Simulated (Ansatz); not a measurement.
`OC[Te][SiH2]F`, relaxed with RKS PBE-D4/def2-SVP in the Gaussian-basis code of Ansatz from a rough embedded geometry. The force threshold is 0.03 eV/Å; the program also tests the step.

Total charge 0; spin multiplicity 1. Te takes the def2 core potential.

Start:

```xyz
10

O    -0.141    0.880    2.456
C    -0.292    0.363    1.234
Te    1.485    0.687    0.109
Si    0.505   -0.531   -1.917
F     1.559   -0.537   -3.143
H    -0.952    0.765    2.992
H    -1.127    0.840    0.687
H    -0.453   -0.731    1.285
H    -0.717    0.170   -2.249
H     0.133   -1.906   -1.453
```

```csv
step,energy (eV),largest force (eV/Å),largest move (Å)
1,-21036.6156,2.760,0.000
2,-21036.8169,0.902,0.195
3,-21036.8689,0.397,0.195
4,-21036.8864,0.269,0.057
5,-21036.8901,0.171,0.022
6 (rejected),-21036.8891,0.195,0.044
7,-21036.8933,0.037,0.021
8,-21036.8945,0.049,0.029
9,-21036.8953,0.082,0.034
10,-21036.8965,0.046,0.039
11,-21036.8973,0.166,0.039
14,-21036.9050,0.601,0.098
17,-21036.9583,1.452,0.193
20,-21037.1369,0.323,0.194
23,-21037.1703,0.196,0.104
26,-21037.1909,0.065,0.071
29,-21037.1998,0.083,0.061
32,-21037.2101,0.255,0.117
35 (rejected),-21037.2120,0.553,0.168
38,-21037.2608,0.180,0.147
41,-21037.2780,0.162,0.096
44,-21037.2834,0.175,0.098
47,-21037.2865,0.041,0.066
50,-21037.2874,0.132,0.083
52,-21037.2880,0.020,0.021
```

End:

```xyz
10

O    -0.597    0.781    2.318
C     0.198   -0.046    1.555
Te    1.318    1.041   -0.093
Si    0.112   -0.167   -1.900
F     0.846   -1.566   -2.357
H    -1.315    1.123    1.752
H    -0.334   -0.868    1.028
H     0.995   -0.464    2.198
H     0.029    0.708   -3.117
H    -1.251   -0.543   -1.384
```

It took 62 s on 4 threads of an Arm Neoverse V2 on a shared host, with 0.19 GiB of host memory at the peak.
